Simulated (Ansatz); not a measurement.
A CCSD(T) single point on Bi2 (`[Bi]#[Bi]`).

```yaml
crystal:
  periodic: [false, false, false]
  atoms:
    - {symbol: Bi, position_ang: [1.112605, -0.372920, 0.569845]}
    - {symbol: Bi, position_ang: [-1.112605, 0.372920, -0.569845]}
basis:
  gaussian: {orbitals: def2-SVP}
correlation: {method: ccsd_t}
```

```sh
$ ansatz run in.yaml --threads 2 --pin off --events-out ev --progress --plain --max-ram 32768MiB --backend cpu
```

The program prints (abridged):

```
Functional definition: HF
666 factors; integrals over basis functions are off by at most 1.5e-4 eV
mean field evaluation 1: about -11622.8952 eV, gradient 4.0e0 eV
mean field evaluation 2: about -11622.9723 eV, gradient 4.4e0 eV
mean field evaluation 4: about -11623.1049 eV, gradient 4.2e-1 eV
mean field evaluation 8: about -11623.1067 eV, gradient 4.5e-3 eV
mean field -11623.10665592 eV, -427.1412911803 hartree, gradient 1.4e-6 eV, S^2 0.000000; 0 other end points of the search recorded, 0 dependent functions left out; unrestricted orbitals would lower it
8 core orbitals not correlated: weight in the atoms' cores, before any rotation towards them, 1.000 or more for the frozen orbitals, at most 0.000 for the correlated occupied ones
reference -11623.10665592 eV, -427.1412911803 hartree; 15, 15 occupied and 29, 29 virtual orbitals, 666 factors
second order -6.39175719 eV of doubles, -0.00000000 eV of singles
cycle   1  -5.99856738 eV  change    3.9e-1 eV  update   1.2e-1
cycle   2  -6.28483729 eV  change   -2.9e-1 eV  update   4.9e-2
cycle   3  -6.38152133 eV  change   -9.7e-2 eV  update   2.4e-2
cycle   4  -6.39811338 eV  change   -1.7e-2 eV  update   8.7e-3
cycle   5  -6.40301781 eV  change   -4.9e-3 eV  update   2.5e-3
cycle   6  -6.40316343 eV  change   -1.5e-4 eV  update   7.2e-4
cycle   7  -6.40369196 eV  change   -5.3e-4 eV  update   1.7e-4
cycle   8  -6.40368873 eV  change    3.2e-6 eV  update   4.1e-5
cycle   9  -6.40365057 eV  change    3.8e-5 eV  update   1.2e-5
cycle  10  -6.40365552 eV  change   -5.0e-6 eV  update   3.2e-6
perturbative correction -0.38843839 eV, -0.0142748475 hartree
Total energy: -11629.89874982 eV, -427.3908960274 hartree
```

Run time 1.5 s (2 threads of an AMD EPYC 7R13 on a shared host); peak host memory 0.23 GiB.

MP2 recovers 94.1 % of the CCSD(T) correlation energy and the triples give 5.7 %; T1 = 0.0103.
